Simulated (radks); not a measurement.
Task: Valence configurations of Kr2+ (all share [Ar]). Method: scalar-relativistic Kohn-Sham, PBE, spin-unpolarised, spherical densities, point nucleus; computed with a radial shooting solver on a logarithmic mesh with Libxc functionals. Order these by energy: 3d10 4s2 4p4; 3d9 4s2 4p5; 3d9.5 4s2 4p4.5; 3d10 4s1 4p5; 3d9.5 4s1.5 4p5; 3d8.5 4s2 4p5.5; 3d8 4s2 4p6; 3d10 4s1.5 4p4.5; 3d10 4p6; 3d9 4s1.5 4p5.5.

Result: From the lowest, in eV above it: 3d10 4s2 4p4 0.000; 3d10 4s1.5 4p4.5 7.565; 3d10 4s1 4p5 15.162; 3d10 4p6 30.448; 3d9.5 4s2 4p4.5 39.361; 3d9.5 4s1.5 4p5 47.136; 3d9 4s2 4p5 81.659; 3d9 4s1.5 4p5.5 89.637; 3d8.5 4s2 4p5.5 126.96; 3d8 4s2 4p6 175.31. NIST lists [Ar] 3d10 4s2 4p4 as the ground configuration; this level of theory agrees among the configurations tried. The energies are those of spherical spin-averaged densities, not of single terms.
